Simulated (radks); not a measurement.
Charge is removed step by step from the 1s1/2 level of neutral hydrogen, starting from 1s1. Calculated with a radial shooting solver on a logarithmic mesh with Libxc functionals: Dirac Kohn-Sham, PBE, spin-unpolarised, spherical densities, finite nucleus; Gaussian nuclear charge, rms radius 0.8783 fm.

removed (e),E - E(0) (eV),eigenvalue (eV)
0,0.000,-6.493
0.125,0.902,-7.958
0.25,1.992,-9.490
0.375,3.277,-11.073
0.5,4.762,-12.681
0.625,6.447,-14.272
0.75,8.326,-15.766
0.875,10.376,-16.942

The mean slope of the eigenvalue, de/dn, is 11.9 eV per electron.
